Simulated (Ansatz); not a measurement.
Correlation energies of C$_{3}$H$_{4}$F$_{2}$Si (`C#C[Si](C)(F)F`) by basis set

```xyz
10

C     0.724    0.101    2.523
C     0.577   -0.205    1.366
Si    0.310   -0.603   -0.384
C    -0.804    0.579   -1.238
F    -0.281   -2.074   -0.469
F     1.724   -0.643   -1.101
H     0.859    0.364    3.547
H    -0.933    0.297   -2.285
H    -1.786    0.593   -0.759
H    -0.390    1.589   -1.200
```

Total charge 0; spin multiplicity 1. All single points use the PBE0-D4/def2-TZVP geometry. Frozen core, restricted reference, the Gaussian-basis code of Ansatz. CBS rows extrapolate triple and quadruple zeta; past MP2 they add the triple-zeta difference.

| basis | HF (Eh) | MP2 corr. |
| --- | --- | --- |
| def2-SVP | -603.49816 | -0.84719 |
| def2-TZVPP | -604.00526 | -1.08297 |
| def2-QZVPP | -604.02924 | -1.17169 |

Question: Estimate the CCSD correlation energy and the (T) correction in each basis where they were run (hartree).

Answer: 
```tsv
basis	CCSD corr.	(T)
def2-SVP	-0.88214	-0.02394
def2-TZVPP	-1.10801	-0.04250
CBS(def2)	-1.26245	as TZ
```
